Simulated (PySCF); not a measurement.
**Pd²⁺ (palladium, charge +2): UHF calculation**

Configuration: [Kr] 4d7 5s1, high-spin 5F determinant (an excited configuration). All numbers are calculated (PySCF 2.14, scalar relativity through the core potential, in aug-cc-pVTZ-PP with ECP28MDF (6s6p5d3f2g, 88 functions)).

| Item | Value |
| --- | --- |
| Total energy | -125.523302 hartree |
| One-electron energy | -208.9423 hartree |
| Hartree (Coulomb) energy | 94.6595 hartree |
| Exchange energy | -11.2405 hartree |
| ⟨S²⟩ | 6.0041 |
| ⟨L²⟩ | 12.057 |
| Sum of ⟨r⟩ | 20.10 bohr |
| Sum of ⟨r²⟩ | 31.18 bohr² |

| shell | electrons | mean orbital energy (eV) | spread (eV) | rms radius, mean of both spins (bohr) |
| --- | --- | --- | --- | --- |
| 4s α | 1 | -139.18 | 0 | 1.01 |
| 4s β | 1 | -132.43 | 0 | 1.01 |
| 4p α | 3 | -99.633 | 0 | 1.11 |
| 4p β | 3 | -91.646 | 0 | 1.11 |
| 4d α | 5 | -40.162 | 1.346 | 1.43 |
| 4d β | 2 | -37.094 | 0 | 1.43 |
| 5s α | 1 | -25.275 | 0 | 2.73 |

Energies and moments cover only the electrons outside the core potential.
